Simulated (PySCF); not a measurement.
Species: C₅H₁₀O₃Si.
Numbering: `[CH2:1]=[CH:2][CH2:3][O:4][SiH2:5][O:6][C:7]([CH3:8])=[O:9]` (hydrogens: H10, H11 on C1; H12 on C2; H13, H14 on C3; H15, H16 on Si5; H17, H18, H19 on C8)

The closed-shell ground state was solved at several levels (PySCF, density fitting, gas phase, non-relativistic). Geometry: PBE0-D3(BJ)/def2-SVP, one conformer, isolated molecule.

```csv
level,basis functions,HOMO (eV),LUMO (eV),gap (eV),dipole (D)
KT3/pcSseg-1,210,-6.55,-1.04,5.51,1.44
CAM-B3LYP/def2-SVPD,273,-9.12,0.97,10.09,1.51
```

What might PBE0/pcSseg-1 (210 basis functions) give for the same quantities?

HOMO -7.74 eV, LUMO -0.04 eV, gap 7.70 eV, dipole 1.48 D.

Over all these levels, which gives the widest orbital gap and which the narrowest?

CAM-B3LYP/def2-SVPD (range-separated hybrid) has the widest, 10.09 eV, and KT3/pcSseg-1 (GGA) the narrowest, 5.51 eV. Functional and basis both differ between the two, so the spread mixes both effects.

How far do the dipole and the HOMO energy spread over the levels?

The dipole runs from 1.44 to 1.51 D (mean 1.47 D) and the HOMO from -9.12 to -6.55 eV.
